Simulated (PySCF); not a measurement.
All values below come from PBE-D3(BJ)/def2-TZVP // PBE0-D3(BJ)/def2-SVP (PySCF). Gas-phase values, no solvent. One relaxed conformer stands for a flexible species; it need not be the lowest. Excitations are Tamm–Dancoff values on a coarser integration grid. The basis has no diffuse functions, so Rydberg states are missing or too high.

Reference species (SMILES): `[Ge]([I])([O]C)([O]C)[O]C` (neutral, multiplicity 1).

```json
{
  "LUMO": "-1.96 eV",
  "HOMO": "-6.61 eV",
  "S1 excitation (TDA)": "4.81 eV"
}
```

After one change: the LUMO rises by 1.13 eV; the HOMO increases by 0.16 eV; the S1 excitation (TDA) rises by 0.96 eV.

### Question
What was changed between the two runs? The new species is one of these.
A) `C[O][Ge]([I])([I])[O]C` (C–O–Ge–I torsion -63°, I–Ge–O–C torsion -178°)
B) `[I][Ge]([I])([I])[I]`
C) `C[O][Ge]([O]C)([O]C)[O]C`
D) `C[O][Ge]([I])([I])[I]` (C–O–Ge–I torsion 180°)

### Answer
C, `C[O][Ge]([O]C)([O]C)[O]C`
